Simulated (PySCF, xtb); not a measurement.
Si(F)2(Me)(OH) (CH4F2OSi), SMILES C[Si](O)(F)F. The values are those of a single conformer.

Harmonic wavenumbers (cm⁻¹) from GFN2-xTB (xtb) at its own minimum, in rising order: 52, 155, 176, 221, 258, 286, 288, 704, 770, 809, 829, 884, 899, 989, 1385, 1464, 1466, 3047, 3052, 3057, 3636.

Problem. What does PBE-D3(BJ)/def2-SVP (PySCF) give at its own minimum? (An estimate is asked for; the answer gives what the named calculation found.)

Solution. 97, 171, 209, 244, 314, 331, 342, 667, 744, 756, 781, 893, 929, 958, 1237, 1377, 1380, 2993, 3096, 3098, 3771. Paired by order, the mean absolute difference is 52 cm⁻¹ and the zero-point energies are 34.9 and 34.9 kcal/mol.
